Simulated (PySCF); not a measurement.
Calculated properties of `O=CC12C[C](C1)C2` [radical]

Compound: C6H7O (doublet state).
Numbering: `[O:1]=[CH:2][C:3]12[CH2:4][C:5]([CH2:6]1)[CH2:7]2` (hydrogens: H8 on C2; H9, H10 on C4; H11, H12 on C6; H13, H14 on C7)

**GFN2-xTB geometry**

```
Point group of the GFN2-xTB geometry                  : Cs
Rotational constants A, B, C of the GFN2-xTB geometry : 5.708, 2.221, 2.160 GHz
```

**UKS B3LYP, pcH-1 on C H O, non-relativistic, mean-field spin-orbit, GIAO (PySCF)**

```
Isotropic g value                                                      : 2.00268
Principal g values                                                     : 2.00203, 2.00287, 2.00314
Spin squared ⟨S²⟩                                                      : 0.752
Largest Mulliken spin population                                       : 0.79 on C5
Largest isotropic hyperfine couplings (means over sets of like nuclei) : 13C +340.2 (C5), 13C +108.1 (C2), 13C +61.4 (C3), 1H +15.4 (H8), 13C +10.5 (C4/C6/C7) MHz
```

Monoisotopic mass (most abundant isotopes): 95.0497 u.

With B = h/(8π²I), that is 505.379 GHz u Å² over I, the principal moments of inertia are 88.5, 227.6 and 234.0 u Å² (most abundant isotopes). ⟨S²⟩ is 0.002 above the pure-spin value S(S + 1) = 0.75. The rotational constants make it an asymmetric top with κ = (2B − A − C)/(A − C) = -0.97, nearer the prolate limit (−1). g_iso is shifted by about +360 ppm from the free-electron value 2.002319; the principal values span 0.0011.

Isolated species at its GFN2-xTB geometry (one conformer only). GFN2-xTB frequencies show an imaginary mode (22i cm⁻¹), so this geometry is no minimum at that level. Hyperfine couplings depend on the geometry, which wasn't re-optimised at a DFT level. Couplings of like nuclei are plain means over topologically equivalent atoms, as if these changed places fast (by rotation of a methyl-like group, say); in this geometry the members of some sets differ.

For the EPR job (B3LYP), on an Arm Neoverse V2 with one thread, no GPU, shared host, this took 53 s wall (grids of density and orbitals included) and 0.94 GiB of memory at its peak.

The values belong to the conformer `[O:1]=[CH:2][C:3]12[CH2:4][C:5]([CH2:6]1)[CH2:7]2`: O1–C2–C3–C4 -122°.
